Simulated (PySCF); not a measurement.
A structure optimised at PBE0-D3(BJ)/def2-SVP, used in a PySCF frequency run:

```
C
C 1 1.3406
H 2 1.0923 1 120.72
H 2 1.0928 3 117.84 1 -180.00
H 1 1.0967 2 119.53 3 0.00
C 1 1.4238 5 115.95 2 180.00
C 6 1.2140 5 151.22 1 180.00
H 7 1.0742 5 161.97 1 -180.00
```

Write its SMILES, formula and point group.

C#CC=C, C4H4, Cs

What are its rotational constants (standard atomic weights)?

50.965, 4.6987, 4.3021 GHz
